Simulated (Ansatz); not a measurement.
Coupled-cluster diagnostics for V(NH)Cl3 (VNCl₃H), Ansatz.

Geometry of the singlet (PBE-D4/def2-SVP):

```tsv
atom	x (Å)	y (Å)	z (Å)
V1	0.298	-0.236	0.074
N2	-0.936	0.741	-0.232
H3	-1.727	1.369	-0.429
Cl4	1.344	-0.545	-1.787
Cl5	-0.523	-2.078	0.841
Cl6	1.544	0.749	1.534
```

Correlated methods freeze 21 core orbitals; core or outer-core shells of V are correlated, in sets that lack core-valence functions.

Task: Estimate the CCSD(T) correlation energy, the shares of MP2 and (T), T1 and the reference's ⟨S²⟩ for: charge 0, singlet, own geometry in def2-TZVP; and the rough time on 2 threads of Arm Neoverse V2 on a shared host.

Result: 
| state | basis | correlation (eV) | MP2 share (%) | (T) share (%) | T1 | ⟨S²⟩ (pure) | wall time | remarks |
| --- | --- | --- | --- | --- | --- | --- | --- | --- |
| charge 0, singlet, own geometry | def2-TZVP | -38.416 | 99.0 | 7.1 | 0.028 | 0.00 (0.00) | 2.6 min | restricted SCF unstable |
Customary marks for T1 are 0.02 (closed shells), 0.045 (open shells) and about 0.05 (3d metals). T1 exceeds 0.02 in 1 of 1 rows and 0.045 in 0; the higher it lies, the less the single-reference result can be trusted.
